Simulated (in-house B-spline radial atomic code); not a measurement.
Binding energies in neutral copper

NIST's tabulated ground configuration is [Ar] 3d10 4s1; each binding energy is the energy of the ion with one electron taken from that subshell, relaxed, less that of the parent. Method: Dirac-Hartree-Fock, average of configuration, Fermi nucleus of rms radius 3.8823 fm. Calculated with an all-electron radial atomic-structure program (B-spline basis). Energies include first-order Breit, QED and recoil terms.

```csv
subshell,X-ray name,binding energy (eV),-ε (eV),relaxation (eV)
2p1/2,L2,958.9,988.3,28.2
2p3/2,L3,938.8,967.5,27.9
3p1/2,M2,85.64,93.37,7.60
3p3/2,M3,83.12,90.58,7.39
3d3/2,M4,7.67,13.28,5.61
3d5/2,M5,7.42,12.91,5.50
4s,N1,6.56,6.66,0.09
```

Relaxation = -ε minus the binding energy without Breit, QED and recoil terms.

Emission lines follow as differences of binding energies, with λ = 12398.42 eV·Å / E:

```json
{"line": "L3-M5", "holes": "2p3/2 → 3d5/2", "energy (eV)": "931.4", "wavelength (Å)": "13.312"}
{"line": "L2-M4", "holes": "2p1/2 → 3d3/2", "energy (eV)": "951.2", "wavelength (Å)": "13.034"}
```

(1) What does it cost to remove both a 3p3/2 and a 3p1/2 electron?

(2) What does it cost to remove both a 2p1/2 and a 3p3/2 electron?

(3) What does it cost to remove both a 3d5/2 and a 3d3/2 electron?

Answers

(1) 187.34 eV, which is 18.58 eV more than the two single binding energies together.

(2) 1063.6 eV, which is 21.56 eV more than the two single binding energies together.

(3) 31.863 eV, which is 16.78 eV more than the two single binding energies together.
